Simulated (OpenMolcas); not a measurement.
# Br4+: the spin-orbit constant, worked from levels

| Quantity | Value |
| --- | --- |
| Program | OpenMolcas |
| Basis | ANO-RCC-VTZP [6s5p3d1f] |
| Scalar Hamiltonian | DKH2, point nucleus |
| Active space | 3 electrons in 4 orbitals (4s 4p) |
| State averaging | 2S+1 = 4 odd, 1 root; 2S+1 = 2 odd, 11 roots; 2S+1 = 4 even, 3 roots; 2S+1 = 2 even, 9 roots |
| Spin-orbit coupling | state interaction with AMFI integrals over the reference wave functions, term energies averaged over their components |

Methods: CASSCF; MS-CASPT2, IPEA 0.25 Eh, imaginary shift 0.1 Eh (closed shells correlated: 3d). Measured levels: Moore, Atomic Energy Levels, vol. II, NSRDS-NBS 35 (1971 reprint of NBS Circular 467, 1952).

**The spin-orbit constant.** For the Hund term ²P° of p1, E(J) = (A/2) J(J+1) + constant and ζ = 2S·A = A. From J = 1/2 to J = 3/2 the energy changes by 1.5 A.

| Source | E(3/2) - E(1/2) | A | ζ |
| --- | --- | --- | --- |
| CASSCF | 5516.1 | 3677.4 | 3677 |
| MS-CASPT2 | 5535.2 | 3690.1 | 3690 |
| measured | 6090.0 | 4060.0 | 4060 |

All in cm-1. MS-CASPT2 is off by -9.1 % and CASSCF by -9.4 %. Both methods take the spin-orbit matrix elements from the reference wave functions, so the second can move ζ only through the term energies and any multistate remixing.

Over all roots computed the reference weight is 0.90 to 0.99 in MS-CASPT2; the roots of lowest weight are the least certain, and an intruder state may touch them. Measured partners are found by configuration, term and J. A level has none where our copy of the source lacks it or the pairing is in doubt (some pairs that miss far off the trend of their configuration count as doubtful), and it then counts in no deviation. Only configurations of the active space appear.

° marks odd parity.
